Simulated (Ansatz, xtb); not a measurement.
## Two isomers of C4H5BClF

Structure X is `FB(Cl)C1=CCC1`, a singlet and structure Y is `FB(Cl)[C@]12C[C@H]1C2`, a singlet. Both are isolated molecules in the gas phase, relaxed with B3LYP-D3(BJ)/def2-SVP; the shapes shown needn't be the lowest conformers.

X (Å):

```xyz
12

C    -1.8999   -0.4073    0.4761
C    -0.8964    0.4471    0.1568
C    -0.0304   -0.5996   -0.5031
C    -1.1764   -1.6060   -0.1450
B    -3.2441   -0.2152    1.1914
Cl   -3.7534    1.3728    1.7892
F    -4.0713   -1.2318    1.3865
H    -0.7669    1.5210    0.3231
H     0.1529   -0.4540   -1.5813
H     0.9395   -0.7917   -0.0133
H    -1.6806   -2.0656   -1.0103
H    -0.8929   -2.4040    0.5600
```

Y (Å):

```yaml
atoms:
  - { symbol: C, position_ang: [-0.7816, 0.5702, 1.0352] }
  - { symbol: C, position_ang: [-0.9785, 0.3307, 2.5181] }
  - { symbol: C, position_ang: [-1.2262, -0.7869, 1.5701] }
  - { symbol: C, position_ang: [-2.0713, -0.0741, 0.5783] }
  - { symbol: B, position_ang: [0.5125, 0.8149, 0.2743] }
  - { symbol: Cl, position_ang: [0.6074, 0.6171, -1.4853] }
  - { symbol: F, position_ang: [1.6278, 1.1561, 0.9078] }
  - { symbol: H, position_ang: [-1.8438, 0.8080, 3.0004] }
  - { symbol: H, position_ang: [-0.0795, 0.2832, 3.1413] }
  - { symbol: H, position_ang: [-0.6968, -1.7339, 1.4681] }
  - { symbol: H, position_ang: [-2.0965, -0.4619, -0.4449] }
  - { symbol: H, position_ang: [-3.0129, 0.3773, 0.9227] }
```

Quicker runs give these differences E(Y) − E(X): GFN2-xTB +8.8 kcal/mol; HF/STO-3G +21.6 kcal/mol (at GFN2-xTB geometries); r2SCAN-D4/def2-SVP +7.6 kcal/mol (at GFN2-xTB geometries).

Problem. Estimate E(Y) − E(X) at the level CCSD(T)/def2-SVP + ΔMP2/def2-TZVPP.

Solution. Calculated at CCSD(T)/def2-SVP + ΔMP2/def2-TZVPP: E(Y) − E(X) = +10.4 kcal/mol, so structure X lies lower.

Level by level:

```json
{"level": "GFN2-xTB", "geometry": "GFN2-xTB", "E(Y) − E(X) (kcal/mol)": "+8.8", "departure from the last row (kcal/mol)": "−1.5", "job, with rough time for the two": "optimisation, 0.33 s"}
{"level": "HF/STO-3G", "geometry": "GFN2-xTB", "E(Y) − E(X) (kcal/mol)": "+21.6", "departure from the last row (kcal/mol)": "+11.3", "job, with rough time for the two": "single point, 0.8 s"}
{"level": "r2SCAN-D4/def2-SVP", "geometry": "GFN2-xTB", "E(Y) − E(X) (kcal/mol)": "+7.6", "departure from the last row (kcal/mol)": "−2.7", "job, with rough time for the two": "single point, 4.5 s"}
{"level": "B3LYP-D3(BJ)/def2-SVP", "geometry": "B3LYP-D3(BJ)/def2-SVP", "E(Y) − E(X) (kcal/mol)": "+11.5", "departure from the last row (kcal/mol)": "+1.1", "job, with rough time for the two": "optimisation, 83 s"}
{"level": "HF/def2-SVP", "geometry": "B3LYP-D3(BJ)/def2-SVP", "E(Y) − E(X) (kcal/mol)": "+13.1", "departure from the last row (kcal/mol)": "+2.7", "job, with rough time for the two": "part of the CCSD(T) run"}
{"level": "MP2/def2-SVP", "geometry": "B3LYP-D3(BJ)/def2-SVP", "E(Y) − E(X) (kcal/mol)": "+6.1", "departure from the last row (kcal/mol)": "−4.2", "job, with rough time for the two": "part of the CCSD(T) run"}
{"level": "CCSD(T)/def2-SVP", "geometry": "B3LYP-D3(BJ)/def2-SVP", "E(Y) − E(X) (kcal/mol)": "+9.9", "departure from the last row (kcal/mol)": "−0.5", "job, with rough time for the two": "single point"}
{"level": "CCSD(T)/def2-SVP + ΔMP2/def2-TZVPP", "geometry": "B3LYP-D3(BJ)/def2-SVP", "E(Y) − E(X) (kcal/mol)": "+10.4", "departure from the last row (kcal/mol)": "", "job, with rough time for the two": "single point, 92 s"}
```

As drawn, Y has 2 C–C in place of 1 C=C. Structure X has a 4-membered ring, Y 2 3-membered rings.

None of the levels shown reverses the order. The largest departure from CCSD(T)/def2-SVP + ΔMP2/def2-TZVPP is that of HF/STO-3G, 11.3 kcal/mol. The last row adds to CCSD(T) the change of the MP2 difference between the two basis sets, here +0.5 kcal/mol.

With thermal terms from frequencies at re-optimised GFN2-xTB minima (ideal gas, soft modes damped towards free rotors, one conformer each, 298.15 K, 1 atm): on the last row, ΔE + ΔZPE = +10.5, ΔH = +10.4, ΔG = +10.7 kcal/mol.

The correlated steps freeze 11 core orbitals. Mirror images aren't counted in ΔG. Codes used: Ansatz 0.2.0, xtb 6.7.1; the last row on 2 threads of Intel(R) Xeon(R) Processor @ 2.70GHz on a shared host.
